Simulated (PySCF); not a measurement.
Molecule: SMILES [SiH3][Se][SiH2]F, FH5SeSi2.

Structure with atom numbers: `[F:1][SiH2:2][Se:3][SiH3:4]`. Each H is labelled by its parent atom.

Geometry PBE0-D3(BJ)/def2-SVP throughout; GIAO in PySCF 2.14.0 with density-fitted response routines, gas phase, one conformer, non-relativistic; equivalent atoms averaged; functional PBE0.

(1) How do the shifts δ (against CFCl3, TMS, Me2Se at the same level) depend on the basis set? (ppm; last column core-seconds on shared hosts with different chips, so compare them loosely)

(2) Which nucleus moves most, in ppm?

(3) Taking the largest basis, pcSseg-2 (255 functions), as the yardstick, rank the others by their worst heavy-atom deviation.

Answers

(1) 
```
  basis set  functions      F1    Si2    Si4     Se3  H(Si2)  H(Si4)  core-s
     STO-3G         46  -212.9  -11.2  -53.4  -492.9    2.74    1.98       3
   pcSseg-0         70  -225.6   18.1  -89.0  -614.9    6.10    4.44     4.7
      6-31G         72  -229.4   64.8  -24.9  -424.7    5.69    4.22     5.9
     6-31G*         92  -164.5   40.8  -17.2  -425.8    5.99    4.82     7.1
    cc-pVDZ        102  -166.9   18.8  -40.8  -435.6    5.71    4.71     8.4
   def2-SVP        107  -148.5   10.8  -49.7  -482.6    5.73    4.74     7.5
   pcSseg-1        131  -184.2   17.2  -49.7  -494.1    5.75    4.76     9.8
aug-cc-pVDZ        158  -177.9   16.4  -52.7  -448.1    6.06    4.94      16
  def2-TZVP        183  -169.9   11.5  -53.5  -443.3    6.05    5.03      17
    cc-pVTZ        211  -173.0   15.4  -49.7  -442.1    5.86    4.81      24
   pcSseg-2        255  -176.5   11.4  -53.0  -466.5    5.86    4.81      25
```

(2) Se3 (selenium bonded to 2 Si): from -614.9 ppm with pcSseg-0 to -424.7 ppm with 6-31G. The smallest spread is 3.05 ppm, at H(Si4).

(3) aug-cc-pVDZ 18.4 ppm (158 functions), def2-TZVP 23.2 ppm (183 functions), cc-pVTZ 24.5 ppm (211 functions), pcSseg-1 27.5 ppm (131 functions), def2-SVP 28.0 ppm (107 functions), cc-pVDZ 30.9 ppm (102 functions), STO-3G 36.4 ppm (46 functions), 6-31G* 40.7 ppm (92 functions), 6-31G 53.4 ppm (72 functions), pcSseg-0 148.4 ppm (70 functions).

Relativistic effects, spin–orbit coupling among them, are left out; they matter for Se and for the light atoms bonded to it.

A small basis that lands close on one nucleus may do so by chance; judge by the trend and by all nuclei.
